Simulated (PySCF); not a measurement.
Dissociation curve of CF, doublet.

- UHF/cc-pVDZ (PySCF)
- ROKS-BLYP = PySCF with restricted open-shell BLYP/cc-pVDZ
- ROKS-PBE = restricted open-shell PBE/cc-pVDZ (PySCF)

Magnitude of the dipole moment (D; its direction can reverse along the curve, and a method can change to another solution) and Mulliken charge of the fragment that holds C1:

```
R / Å  μ UHF  q UHF  μ ROKS-BLYP  q ROKS-BLYP  μ ROKS-PBE  q ROKS-PBE
-----  -----  -----  -----------  -----------  ----------  ----------
1.01    1.98  -0.25         2.23        -0.38        2.26       -0.39
1.07    1.63  -0.15         1.95        -0.29        1.98       -0.30
1.14    1.20  -0.04         1.62        -0.20        1.65       -0.20
1.18    0.95   0.02         1.42        -0.14        1.45       -0.14
1.22    0.70   0.08         1.23        -0.09        1.25       -0.09
1.27    0.38   0.14         0.97        -0.04        0.99       -0.04
1.30    0.18   0.18         0.82        -0.01        0.84       -0.01
1.33    0.02   0.21         0.67         0.02        0.68        0.02
1.39    0.41   0.27         0.37         0.07        0.38        0.07
1.48    1.00   0.34         0.07         0.13        0.06        0.13
1.59    1.71   0.40         0.57         0.18        0.57        0.18
1.73    2.46   0.43         1.15         0.22        1.15        0.22
```

The scan ran from 1.01 to 5.04 Å; beyond the distances shown one of the unrestricted levels run for this scan, shown here or not, changes its spin distribution in one step.
